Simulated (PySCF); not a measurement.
TiH₄, SMILES [TiH4], multiplicity 1.

The structure is a stationary point at B3LYP-D3(BJ)/def2-TZVPD. The multiplicity is an assumed one; other spin states were not compared.

Two levels are set side by side: TDA-PBE/def2-TZVPD (PySCF) and TDA-ωB97X/def2-TZVPD (PySCF). Vertical, same geometry. The lowest singlet is HOMO→LUMO 75 %, HOMO→LUMO+1 25 % with PBE and HOMO→LUMO 73 %, HOMO→LUMO+1 24 % with the other functional; states are paired by order. Differences are taken from unrounded values.

```csv
quantity,TDA-ωB97X,TDA-PBE,TDA-PBE minus TDA-ωB97X
lowest singlet excitation (eV),3.43,3.08,-0.35
lowest triplet excitation (TDA) (eV),3.16,2.74,-0.42
```

A lower first singlet is the usual sign of a functional without exact exchange. Differences between two approximate levels are no errors against the true value.

Rough cost on one machine, each run with all the roots and properties that it gave: TDA-ωB97X against TDA-PBE about 3 times.
